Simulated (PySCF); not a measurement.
Question: Give a GFN2-xTB geometry of TMS, `C[Si](C)(C)C`.

Answer: 
```xyz
17
C4H12Si angstrom
C     -0.407   -1.213   -1.419
Si    -0.001   -0.001   -0.002
C      0.008    1.786   -0.675
C     -1.320   -0.155    1.370
C      1.716   -0.416    0.722
H     -1.380   -1.004   -1.853
H     -0.419   -2.242   -1.070
H      0.327   -1.148   -2.217
H      0.242    2.502    0.106
H     -0.958    2.058   -1.089
H      0.746    1.908   -1.462
H     -2.312    0.075    0.994
H     -1.351   -1.160    1.779
H     -1.117    0.526    2.192
H      1.746   -1.426    1.117
H      2.493   -0.337   -0.033
H      1.977    0.259    1.531
```

Any rigid rotation of these coordinates is as good. Atoms count from 1 in this order. All 4 C–Si bonds measure 1.909 Å. Si2 (four-coordinate silicon) is tetrahedral (angles from 109.4° to 109.6°).

Bonds between heavy atoms (Å): C1–Si2 1.909, Si2–C3 1.909, Si2–C4 1.909, Si2–C5 1.909.

Computed geometry: GFN2-xTB, gas phase.

Point group: Td (tolerance 0.08 Å). Stationary, but not proved a minimum.
